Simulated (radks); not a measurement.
Problem. Species: P+. Configuration: [Ne] 3s2 3p1 4d1 (not the ground configuration). All-electron calculation, scalar-relativistic Kohn-Sham, SCAN, spin-unpolarised, spherical densities, finite nucleus; meta-GGA in the generalised Kohn-Sham scheme; Fermi nuclear charge, rms radius 3.1889 fm. Program: a radial shooting solver on a logarithmic mesh with Libxc functionals. Some entries of the table are withheld. Estimate them.

orbital,occ.,eigenvalue (eV),<r> (bohr),<1/r> (bohr^-1)
1s,2,-2116.645,(1),14.65
2s,2,-197.8929,0.5168,2.838
2p,6,-146.4451,0.4831,2.717
3s,2,-30.3697,1.763,0.7703
3p,1,-20.2117,1.985,0.6737
4d,1,(2),8.148,0.1663

Solution. 
(1) 1s <r> (bohr): 0.1036
(2) 4d eigenvalue (eV): -3.1589
